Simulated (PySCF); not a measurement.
NbOCl, SMILES [Cl][Nb]=[O] (connectivity only; charge and spin as stated), neutral, multiplicity 3.

Geometry optimised at r2SCAN-D4/def2-TZVP. The spin state was assumed, not searched. The def2 effective core potentials stand for the cores of Nb; spin–orbit coupling is left out.

Two levels are set side by side: PBE/def2-TZVPD (PySCF) and B3LYP/def2-TZVPD (PySCF). Same geometry, gas phase. Differences are taken from unrounded values.

```tsv
quantity	PBE
α-spin orbital gap (eV)	0.80
β-spin orbital gap (eV)	4.47
dipole moment (D)	3.70
mean polarisability (bohr³)	76.5
```

These are the PBE values. What does B3LYP give? (An estimate is asked for; the answer gives what the named calculation found.)


| quantity | B3LYP | PBE minus B3LYP |
|---|---|---|
| α-spin orbital gap (eV) | 2.45 | -1.65 |
| β-spin orbital gap (eV) | 5.70 | -1.23 |
| dipole moment (D) | 4.13 | -0.43 |
| mean polarisability (bohr³) | 74.5 | 2.1 |

Rough cost on one machine, each run with all the roots and properties that it gave: B3LYP against PBE within a factor of 2.
